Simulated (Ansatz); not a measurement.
```xyz
8

Cl   -1.179   -2.441    0.200
Si    0.356   -1.081    0.390
Ge   -0.402    1.034   -0.395
Cl    1.289    2.364   -0.134
H     0.736   -0.994    1.820
H     1.506   -1.550   -0.419
H    -1.557    1.620    0.429
H    -0.749    1.048   -1.891
```

Total charge 0; spin multiplicity 1.

**Question.** List the B3LYP/def2-TZVPP orbital energies in eV (the Gaussian-basis code of Ansatz). (An estimate is asked.)

**Answer.** Ansatz gave: Occupied: -10851.18, -2762.78, -2762.31, -1800.38, -1355.54, -1206.47, -1206.43, -1206.43, -257.54, -257.05, -196.55, -196.42, -196.42, -196.08, -195.92, -195.92, -170.07, -144.84, -120.40, -120.27, -120.27, -100.21, -100.13, -100.11, -33.96, -33.87, -33.87, -33.79, -33.77, -22.92, -22.24, -16.03, -14.40, -11.15, -11.01, -10.40, -10.31, -10.19, -9.19, -9.04, -8.60, -7.94. Lowest empty: -1.31, -0.41, -0.09, 0.35, 0.60, 1.24, 2.01, 3.21.

B3LYP here is the variant with VWN-RPA as its local correlation; programs differ in this.
